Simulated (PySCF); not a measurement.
## Correlation energy of Ir (iridium, neutral)

[Xe] 4f14 5d7 6s2, high-spin 4F determinant. All numbers are calculated (PySCF 2.14, scalar relativity by spin-free X2C-1e, in x2c-TZVPPall (11s7p7d3f1g, 97 functions)). Frozen: [Xe] 4f14; 9 electrons correlated.

MP2 pair energies summed by pair of shells (mhartree):

```tsv
pair	energy	share (%)
5d-5d	-135.23	59.8
5d-6s	-72.55	32.1
6s-6s	-18.19	8.0
```

Total MP2 correlation energy: -225.96 mhartree.

Same-spin part -81.05 and opposite-spin part -144.91 mhartree; SCS-MP2 scales them by 1/3 and 6/5 to -200.91 mhartree.
